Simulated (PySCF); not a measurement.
Structure with atom numbers: `[CH3:1][C:2]1=[CH:3][SiH2:4][C:5]([CH3:6])=[C:7]1[C:8](=[O:9])[OH:10]` (H(Xn): hydrogen on atom n).

- GIAO PBE0/pcSseg-1 shieldings
- geometry: GFN2-xTB
- code: PySCF 2.14.0 with density-fitted response routines
- fast rotation and ring inversion assumed for equivalent nuclei, a single conformation, non-relativistic, gas phase

Q: Predict the 2D correlation tables (HSQC, COSY, HMBC).

A: 

HSQC (one-bond C–H):
```csv
δH,δC
5.52 (H(C3)),121.2 (C3)
2.54 (H(C6)),20.8 (C6)
2.45 (H(C1)),26.3 (C1)
```

COSY cross peaks (H two or three bonds apart, from the bond graph; peaks can be absent where the dihedral angle is near 90°):
```csv
δH,δH
5.52 (H(C3)),4.57 (H(Si4))
```

HMBC (two and three bonds, from the bond graph):
```csv
δH,δC
5.52 (H(C3)),"170.6 (C5), 167.8 (C2), 149.3 (C7), 26.3 (C1)"
4.57 (H(Si4)),"170.6 (C5), 167.8 (C2), 149.3 (C7), 121.2 (C3), 20.8 (C6)"
2.54 (H(C6)),"170.6 (C5), 149.3 (C7)"
2.45 (H(C1)),"167.8 (C2), 149.3 (C7), 121.2 (C3)"
```

δ = σ(ref) − σ, references computed at the same level: 1H (σ = 31.72 ppm), 13C (σ = 186.93 ppm) against TMS.

Short H···H contacts in this conformer between protons four or more bonds apart (candidates for NOE cross peaks, intensity ∝ r⁻⁶): H(C1)···H(C3) 2.43 Å.

The OH or NH signal is concentration- and solvent-dependent in practice; the value given is the gas-phase one. Shifts are as computed. Against solution values, carbons near 30 ppm lie about +3 ppm off and those near 130 ppm about +5 ppm. Of 1309 compounds with measured shifts, 239 miss one by over three times the rms of a fit or turn the order of signals round; such compounds aren't used in these exercises. The C=O carbon of an acid or of an amide with N–H lies up to 10 ppm further downfield in solution, through hydrogen bonding that the calculation lacks.
